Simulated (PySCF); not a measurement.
A calculated (revPBE, PySCF 2.14, dyall-av2z, no relativity, point nucleus) atom or ion has these occupied shells.

```csv
shell,electrons,orbital energy (eV),"rms radius, mean of both spins (bohr)"
1s β,1,-20335.9,0.0410
1s α,1,-20335.9,0.0410
2s α,1,-2864.2,0.168
2s β,1,-2863.5,0.168
2p α,3,-2645.3,0.146
2p β,3,-2644.8,0.146
3s α,1,-510.18,0.457
3s β,1,-509.87,0.457
3p α,3,-425.24,0.454
3p β,3,-424.88,0.454
3d α,5,-269.51,0.436
3d β,5,-268.91,0.436
4s α,1,-86.523,1.16
4s β,1,-83.048,1.16
4p α,3,-61.840,1.26
4p β,3,-58.152,1.26
4d α,5,-24.073,1.73
```

(1) Name the element and its charge.

## Answers

(1) Tc²⁺ (technetium, charge +2), in [Kr] 4d5, high-spin 6S determinant.
